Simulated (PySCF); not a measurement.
FH2InO2, SMILES [OH][In]([OH])[F]. Geometry optimised at B3LYP-D3(BJ)/def2-SVP. The def2 effective core potentials stand for the cores of In; spin–orbit coupling is left out. One conformer was computed; it need not be the lowest.

Computed with PySCF 2.14.0 with B3LYP-D3(BJ)/def2-SVP.

Harmonic wavenumbers (cm⁻¹): 112, 116, 141, 268, 287, 578, 606, 638, 851, 882, 3806, 3807. Rotational constants (GHz): 5.062, 4.486, 2.378; symmetry number 2.

### Question
Work out the zero-point energy and the ideal-gas rigid-rotor harmonic-oscillator thermochemistry at 298.15 K and 1 atm.

### Answer
ZPE = ½ Σ hcν = ½ × 12091 cm⁻¹ = 17.29 kcal/mol. H − E(el) = 21.89 kcal/mol. Entropy in cal/(mol K): translation 41.26, rotation 24.81, vibration 13.94, total 80.01. G − E(el) = -1.96 kcal/mol. Cp = 21.31 cal/(mol K). Modes under 150 cm⁻¹ make the vibrational entropy uncertain.
